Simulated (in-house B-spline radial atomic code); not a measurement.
Computed with a B-spline radial atomic code. Model: two electrons, singlet ground state, non-relativistic, full CI in B-splines with partial waves to l = 8 (at full coupling up to 3e-4 hartree above the limit, correlation up to 0.6 % small), density held at that of full coupling by Lieb maximisation.

Along the adiabatic connection the electron repulsion is scaled by a coupling λ while a local potential keeps the density fixed. At λ = 0 the system is the Kohn-Sham one and W equals the exchange energy; the exchange-correlation energy is the area under W between 0 and 1. The kinetic energy rises with λ as the electrons avoid each other, with dT/dλ = −λ dW/dλ.

Command:
```bash
python run_ac.py task.json out
```
Settings (lengths in bohr, energies in hartree):
```
potential              harmonic
strength               14.9
lmax                   8
```

Cost of the run: 5.8 s on 1 thread of Intel(R) Xeon(R) Processor @ 2.30GHz, with other jobs on the host.

**W = mean repulsion less Hartree energy, and W of three functionals.**

Given: confinement harmonic well; well frequency 14.9 hartree; external potential omega^2 r^2/2.

Computed: PBE exchange minus exact 129.15 millihartree; SCAN exchange minus exact 10.057 millihartree.

| coupling | W xc (hartree) | W xc minus exchange (millihartree) | kinetic minus Kohn-Sham (millihartree) | LDA (PW92) W minus its exchange (millihartree) | PBE W minus its exchange (millihartree) | SCAN W minus its exchange (millihartree) |
| --- | --- | --- | --- | --- | --- | --- |
| 0 | -3.0248 | 0 | 0 | 0 | 0 | 0 |
| 0.02 | -3.0268 | -1.986 | 0 | -14.67 | -3.26 | -1.91 |
| 0.05 | -3.0298 | -4.953 | 0.1 | -31.09 | -8.08 | -4.75 |
| 0.12 | -3.0367 | -11.821 | 0.7 | -62.06 | -19.04 | -11.27 |
| 0.25 | ? | ? | ? | ? | ? | ? |
| 0.4 | -3.0634 | -38.557 | 7.6 | -151.88 | -59.62 | -36.32 |
| 0.6 | -3.0818 | -56.957 | 16.8 | -201.64 | -86.15 | -53.39 |
| 0.8 | -3.0996 | -74.799 | 29.3 | -244.96 | -111.07 | -69.87 |
| 1 | ? | ? | ? | ? | ? | ? |
| 1.4 | -3.15 | -125.19 | 84.5 | -351.6 | -178.34 | -116.28 |
| 2 | -3.1961 | -171.26 | 162.6 | -436.86 | -237.05 | -158.78 |
| 3 | -3.2645 | -239.71 | 332.9 | -551.23 | -321.27 | -222.49 |
| 4.5 | -3.3511 | -326.24 | 655.2 | -683.7 | -425.11 | -304.67 |
| 7 | -3.4632 | -438.41 | 1293.2 | -845.58 | -559.11 | -415.27 |
| 10 | -3.5621 | -537.28 | 2125.8 | -985.35 | -679.67 | -517.56 |

Q: What belongs in the row 0.25?

A: W xc (hartree): -3.0492; W xc minus exchange (millihartree): -24.379; kinetic minus Kohn-Sham (millihartree): 3; LDA (PW92) W minus its exchange (millihartree): -108.04; PBE W minus its exchange (millihartree): -38.46; SCAN W minus its exchange (millihartree): -23.09.

Q: What belongs in the row 1?

A: W xc (hartree): -3.1169; W xc minus exchange (millihartree): -92.105; kinetic minus Kohn-Sham (millihartree): 44.9; LDA (PW92) W minus its exchange (millihartree): -283.74; PBE W minus its exchange (millihartree): -134.63; SCAN W minus its exchange (millihartree): -85.82.

Q: What is the LDA exchange minus exact?

A: 438.79 millihartree.

**Energy parts, natural occupations and partial-wave weights.**

Computed: total energy 47.7049 hartree; exchange energy -3.0248 hartree; correlation energy -0.047236 hartree; kinetic part of the DFT correlation energy 0.044868 hartree; kinetic part over minus potential part 0.48715; Hartree energy 6.0497 hartree; Lieb Oxford ratio E_xc over LDA exchange 1.1879.

```
natural  occupation of the shell (electrons)
      s                               1.9978
      p                                    ?
      s                           0.00011163
      d                           9.4622e-05
      p                           1.9381e-05
      f                           1.2819e-05
```

Q: What belongs in the row p?

A: occupation of the shell (electrons): 0.0019537.

```csv
wave,weight
s,0.99895
p,?
d,4.9616e-05
f,7.0827e-06
g,1.6435e-06
```

Q: What belongs in the row p?

A: weight: 0.00098718.

Q: What is the initial slope twice GL2?

A: -0.099431 hartree.

Q: What is the Kohn-Sham kinetic?

A: 21.608 hartree.

Half-way to full coupling W has made 52 % of its drop, against 50 % for a straight line, and second-order (GL2) theory, half the initial slope, overshoots the correlation energy by about 5 %: correlation is weak here. Over couplings 0 to 1 the errors in E_xc come to about +318 millihartree for LDA, +105 millihartree for PBE, +13 millihartree for SCAN, so SCAN is nearest. In LDA and PBE the errors of exchange and correlation have opposite signs, so the sum is smaller than the larger of the two.
